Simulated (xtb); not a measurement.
CH4SSn, SMILES [SH][Sn][CH3] (connectivity only; charge and spin as stated), neutral, multiplicity 1. All values are semi-empirical tight-binding results from xtb (GFN2-xTB unless named), good for trends rather than for accurate numbers. Geometry: GFN2-xTB. Other conformers were not sampled.

Optimised geometry:

```xyz
7

Sn     0.1797     0.0950     0.5549
C      1.5869     0.9682    -0.9742
H      1.6440     2.0549    -0.8784
H      1.2783     0.7429    -1.9944
H      2.6016     0.5862    -0.8419
S     -1.3612    -0.7881    -1.1180
H     -2.2506    -1.3352    -0.2985
```

For metal compounds this method's bond lengths and energies can be far off.

| Item | Value |
|---|---|
| orbital gap | 3.06 eV |
| zero-point energy | 26.4 kcal/mol |
| G − E(el) at 298.15 K (modified RRHO) | 7.0 kcal/mol |

Q: Give the atomic charges and the Wiberg bond orders between heavy atoms. (Estimate from the structure and the level; the computed values follow.)

A: charges (e) Sn1 0.27, C2 -0.20, H3 0.04, H4 0.06, H5 0.04, S6 -0.38, H7 0.17. Bond orders Sn1–C2 1.08, Sn1–S6 1.22.
